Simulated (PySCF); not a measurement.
## Electronic structure of Ge (germanium, neutral) at the UHF level

Configuration: [Ar] 3d10 4s1 4p2 4d1, one real determinant (an excited configuration). Calculation: PySCF 2.14, in x2c-TZVPPall with one added diffuse shell each of s, p, d type (7s6p5d1f, 57 functions); scalar relativity by spin-free X2C-1e.

- Total energy: -2096.639954 hartree
- One-electron energy: -2916.4138 hartree
- Hartree (Coulomb) energy: 898.3388 hartree
- Exchange energy: -78.5649 hartree
- ⟨S²⟩: 6.0018
- ⟨L²⟩: 7.988
- Sum of ⟨r⟩: 26.54 bohr
- Sum of ⟨r²⟩: 62.98 bohr²
- Traceless quadrupole moment −½Σ⟨3z² − r²⟩ along its main axis: -4.15 e·bohr²
- Langevin diamagnetic susceptibility: -49.9 ×10⁻⁶ cm³/mol

```csv
shell,electrons,mean orbital energy (hartree),spread (hartree),"rms radius, mean of both spins (bohr)"
1s α,1,-411.03277,0,0.0542
1s β,1,-411.02112,0,0.0542
2s α,1,-53.62584,0,0.227
2s β,1,-53.61689,0,0.227
2p α,3,-46.71792,0.00133,0.203
2p β,3,-46.71105,0.00550,0.203
3s α,1,-7.60715,0,0.668
3s β,1,-7.57818,0,0.668
3p α,3,-5.41285,0.00021,0.700
3p β,3,-5.39346,0.01629,0.700
3d α,5,-1.79810,0.01503,0.811
3d β,5,-1.78654,0.01720,0.811
4s α,1,-0.82976,0,2.23
4p α,2,-0.43986,0,2.75
4d α,1,-0.04562,0,5.66
```

⟨L²⟩ = 7.99 against 12 for a pure F term, so this real determinant mixes terms. The outer electron is Rydberg-like, and this basis confines it to a smaller radius and binds it less than a complete one would.

Densities and radii are taken from the X2C orbitals without a picture-change correction, which distorts them close to the nucleus.

Spin-orbit constants ζ (cm⁻¹) from the X2C one-electron operator on these orbitals: bare nucleus, nucleus screened by l(l+1)(2l+1)/3 electrons, and screened by the Breit-Pauli mean field of the electrons.

| shell | bare | screened nucleus | mean field |
| --- | --- | --- | --- |
| 2p | 177200 | 166100 | 161000 |
| 3p | 23680 | 22200 | 21390 |
| 3d | 2596 | 1785 | 1644 |
| 4p | 1246 | 1168 | 1117 |
| 4d | 16.80 | 11.55 | 9.307 |

To first order the Landé constant is A = 94.62 cm⁻¹, so the lowest level has J = 1 and lies 0.0939 eV below the centre of the term. This holds in LS coupling only.
